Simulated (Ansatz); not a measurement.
```yaml
crystal:
  periodic: [false, false, false]
  atoms:
    - {symbol: S, position_ang: [-0.803530, 1.848009, 0.296589]}
    - {symbol: Si, position_ang: [0.092205, 0.756438, 0.250531]}
    - {symbol: C, position_ang: [-0.286834, -0.323177, -0.180597]}
    - {symbol: Ga, position_ang: [0.580012, -1.203361, -0.059588]}
    - {symbol: H, position_ang: [-1.042355, 1.592081, -0.638262]}
    - {symbol: H, position_ang: [0.302148, 0.576219, 1.296303]}
    - {symbol: H, position_ang: [0.798222, 1.062039, -0.244237]}
    - {symbol: H, position_ang: [-0.428839, -0.279475, -0.922364]}
    - {symbol: H, position_ang: [-0.836478, -0.484235, 0.193465]}
    - {symbol: H, position_ang: [1.306191, -1.583699, -0.864638]}
    - {symbol: H, position_ang: [0.492219, -1.737423, 0.845392]}
basis:
  gaussian: {orbitals: def2-SVP, final_grid: {core_spheres: 20, valence_spheres: 16, degree: 47}}
total_charge: -1
magnetization: {spin_polarized: true, initial_magnetization: 1}
hamiltonian: {xc: {name: SPW92}, pseudopotentials: {relativity: none}}
```

```sh
$ ansatz run in.yaml --threads 4 --pin off --events-out ev --progress --plain --max-ram 10444MiB
```

It prints (some lines left out):

```
Functional definition: SPW92
1320 factors; their error is unknown
mean field evaluation 1: about -71964.8516 eV, gradient 8.4e1 eV
mean field evaluation 2: about -71862.1235 eV, gradient 1.5e2 eV
mean field evaluation 4: about -71989.5568 eV, gradient 2.7e1 eV
mean field evaluation 8: about -71991.1011 eV, gradient 3.2e-1 eV
mean field evaluation 16: about -71991.0202 eV, gradient 7.0e-4 eV
mean field -71991.02019184 eV, -2645.6211947842 hartree, gradient 1.1e-5 eV, S^2 0.750698; 1 other end points of the search recorded, 0 dependent functions left out
reference -71991.02022676 eV, -2645.6211960674 hartree; 38, 37 occupied and 79, 80 virtual orbitals, 1320 factors
Total energy: -71991.02022676 eV, -2645.6211960674 hartree
```

Problem. Something in this input is off. What?

Solution. The geometry is squeezed to about two thirds of its size. Self-consistency was reached. The result belongs to that input, not to the molecule as meant.
